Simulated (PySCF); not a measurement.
Sn(Cl)2(Br)(NH2), H2BrCl2NSn, SMILES [Sn]([Cl])([Br])([Cl])[NH2], singlet, PBE0/def2-SVP optimised geometry.

```
7

N     -1.38    -1.96     1.71
Sn    -0.77    -1.10     0.00
Cl     1.56    -1.10     0.00
Cl    -1.56     1.10     0.00
Br    -1.52    -2.16    -2.11
H     -1.05    -2.92     1.80
H     -2.40    -1.97     1.80
```

Density from PBE0/def2-TZVP, def2 effective core potentials past Kr (PySCF) at that geometry. The core electrons that the potentials of Sn replace are not part of the density.

Minimum of the electron density along straight lines between bonded atoms, close to the bond critical point (lines longer than 1.1 times the sum of covalent radii, or with two minima, are not listed):

```csv
bond,length / Å,ρ at the minimum / e bohr⁻³,∇²ρ there / e bohr⁻⁵,position (fraction from the first atom)
N1–Sn2,2.014,0.123,0.32,0.49
Sn2–Cl3,2.327,0.091,0.17,0.47
Sn2–Cl4,2.327,0.091,0.17,0.47
Sn2–Br5,2.480,0.079,0.10,0.47
N1–H6,1.020,0.328,-1.58,0.74
N1–H7,1.020,0.328,-1.58,0.74
```
